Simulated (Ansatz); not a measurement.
Ansatz (a quantum-chemistry and plane-wave program) input:

Ansatz 0.2 input:
```yaml
crystal:
  periodic: [false, false, false]
  atoms:
    - {symbol: Sn, position_ang: [-0.00000000, -0.00000000, -0.26145457]}
    - {symbol: O, position_ang: [0.00000000, 0.00000000, 1.63409107]}
basis:
  gaussian:
    orbitals: def2-TZVP
hamiltonian:
  xc: b3lyp
  dispersion: d3bj
total_charge: -1
magnetization: {spin_polarized: true, initial_magnetization: 1}
phonons: {temperatures: {t_min: 298.15, t_max: 298.15, t_step: 100}}
```

Task: Predict the final energy.

Result: -289.64476 Eh (B3LYP-D3(BJ)/def2-TZVP). The basis has 81 functions.
